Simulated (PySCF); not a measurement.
NMR data simulated for an unnamed compound:

¹H NMR (400 MHz, computed): δ 4.50 (m, 1H), 4.18 (m, 1H), 2.07 (m, 2H), 1.68 (m, 2H), 1.64 (m, 2H), 1.10 (t, 3H).

¹³C{¹H} NMR (computed): δ 97.7 (C), 38.7 (CH2), 24.7 (CH2), 9.0 (CH3).

[PySCF 2.14.0 with density-fitted response routines: shieldings: GIAO PBE0/pcSseg-1; geometry from GFN2-xTB; isolated molecule; a single conformation; equivalent nuclei averaged; non-relativistic Hamiltonian]

δ = σ(ref) − σ, references computed at the same level: ¹H (31.72 ppm) and ¹³C (186.93 ppm) against TMS.

Which of these does the molecule contain: an ester, an OH group, a CH3CH2 unit, a Si–H bond, an N-methyl group?

## Answers


- An ester: no.
- An OH group: no.
- A CH3CH2 unit: yes (δC 9.0, 38.7; δH 1.10 (t), 1.64 (m)).
- A Si–H bond: yes (δH 4.18 (m), 4.50 (m)).
- An N-methyl group: no.

The data belong to `CCC1(F)C[SiH2]C1`, C$_{5}$H$_{11}$FSi; they needn't prove each group on their own.

Carbon signals by region: 1 at 50–100 ppm, 3 below 50 ppm.

Splittings by ¹⁹F in the carbon and heteronuclear signals aren't shown, as no couplings were computed. Shifts are as computed. Against solution values, carbons near 30 ppm lie about +3 ppm off and those near 130 ppm about +5 ppm. Of 1309 compounds with measured shifts, 239 miss one by over three times the rms of a fit or turn the order of signals round; such compounds aren't used in these exercises. No couplings were computed; multiplicities are counted from neighbouring protons, with m where these are inequivalent, close in shift, in a saturated or five-membered ring or joined by F or P, and br s for small geminal =CH2 splittings.
